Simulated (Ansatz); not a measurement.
Molecule: sum formula CrOH (charge 0, sextet). The spin state was set by rule; other spins were not relaxed. 
Geometry from a B3LYP-D3(BJ)/def2-TZVP (Ansatz, an electronic-structure program) optimisation:
```xyz
3

Cr    -0.3715    -0.1885    -0.3020
O      0.9809     0.3984     0.7834
H      1.0690     1.3366     0.9803
```
Charge 0, spin multiplicity 6.

Parts of the frozen-core correlation energy in def2-SVP (Ansatz, hartree). Frozen orbitals: 10; correlated occupied orbitals by spin: 9 and 4; virtual: 31 and 36. UHF or UKS for open shells. No spin-orbit coupling. Non-relativistic.

```tsv
term	value
reference (HF)	-1118.58985
MP2 opposite-spin	-0.15828
MP2 same-spin	-0.09085
CCSD correlation	-0.26685
(T)	-0.00707
CCSDT minus CCSD(T)	-0.00082
T1 diagnostic	0.062
largest doubles amplitude	0.039
<S^2> of the reference	8.759
```
